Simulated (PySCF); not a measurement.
CH₈GeOSi, SMILES O[CH2][GeH2][SiH3].

Geometry optimised at PBE0-D3(BJ)/def2-SVP. The structure was generated by enumeration, and PubChem lists no compound with its InChIKey, so it may never have been made. Other conformers were not sampled.

Level of theory: PBE/def2-TZVP in PySCF.

Gas-phase values at a fixed geometry.

Computed frontier levels, gap, dipole moment and polarisability:
The highest occupied level comes out as -5.92 eV and the lowest empty level comes out as -0.66 eV. The orbital gap is 5.26 eV and the dipole moment is 1.08 D. The quadrupole, principal values (traceless, Buckingham form, about the centre of nuclear charge) is -7.87, 1.05, 6.82 D·Å. The mean static polarisability comes out as 83.8 bohr³ (12.41 Å³). The polarisability, principal values is 70.1, 76.3, 104.9 bohr³.
